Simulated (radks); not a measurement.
Effect of the nuclear size on the zirconium ion Zr+, [Kr] 4d2 5s1. Calculated with a radial shooting solver on a logarithmic mesh with Libxc functionals: Dirac Kohn-Sham, PBE, spin-unpolarised, spherical densities, finite nucleus; open shells fill j = l - 1/2 first; Fermi nuclear charge, rms radius 4.2694 fm. The rms radius is varied about that value; shifts are against it.

rms radius (fm)	total energy shift (eV)	density at nucleus (e/bohr^3)	1s1/2 shift (meV)	2s1/2 shift (meV)	3p1/2 shift (meV)	4s1/2 shift (meV)	4p1/2 shift (meV)
3.6119	-0.311	7.598e+04	-132	-13.9	0.207	-0.346	0.045
4.0687	-0.100	7.51e+04	-42.3	-4.45	0.067	-0.111	0.014
4.2694	0	7.474e+04	0.000	0.000	0.000	0.000	0.000
4.6878	0.223	7.406e+04	94.1	9.89	-0.148	0.247	-0.032
5.0123	0.408	7.358e+04	173	18.1	-0.272	0.453	-0.059

Slopes of the eigenvalues against <r^2> in GHz/fm^2, as finite differences over the two radii next to the reference (eigenvalue slopes, not the field-shift constants of lines): 1s1/2 6090, 2s1/2 640, 3p1/2 -9.58, 4s1/2 16.0, 4p1/2 -2.08.
